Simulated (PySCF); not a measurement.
## Gas-phase XPS of `Cl[SiH2][GeH2][GeH3]`, computed

Species: ClGe2H7Si.
Atom-mapped SMILES: `[Cl:1][SiH2:2][GeH2:3][GeH3:4]`

Level of theory: delta-SCF UKS SCAN, pcX-2 on the ionised atom, pcseg-1 elsewhere, spin-free X2C (PySCF). Binding energies are ΔSCF values: E(core-ionised, relaxed orbitals) − E(ground state) at a fixed geometry, referred to the vacuum level.

Task: List the computed XPS lines with their assignment.

Result: 
| atom(s) | environment | level | binding energy (eV) | 2p1/2 (eV) | count |
| --- | --- | --- | --- | --- | --- |
| Cl1 | silicon-bound chlorine | Cl 1s | 2828.41 | – | 1 |
| Si2 | chlorine-bound silicon | Si 1s | 1847.35 | – | 1 |
| Cl1 | silicon-bound chlorine | Cl 2p3/2 | 205.82 | 207.47 | 1 |
| Si2 | chlorine-bound silicon | Si 2p3/2 | 107.53 | 108.16 | 1 |

Task: Which effective nuclear charge Zeff reproduces each element's mean 1s value in the hydrogen-like formula E = 13.606 eV × Zeff²?

Result: Si (Z = 14): mean 1847.4 eV, Zeff = 11.65, Z − Zeff = 2.35; Cl (Z = 17): mean 2828.4 eV, Zeff = 14.42, Z − Zeff = 2.58. Means run over the listed sites, weighted by atom count.

The 2p values add to the ΔSCF energy of one spin-free hole a correction within the shell (spin–orbit coupling, ligand field). 2p1/2 minus 2p3/2 (ligand field included): Cl 1.65 eV, Si 0.63 eV. No level of germanium is listed. One conformer (not necessarily the lowest) at the PBE0-D3(BJ)/def2-SVP geometry, without solvent, vibrations or thermal averaging.

Conformer computed: `[Cl:1][SiH2:2][GeH2:3][GeH3:4]`: Cl1–Si2–Ge3–Ge4 -48°.
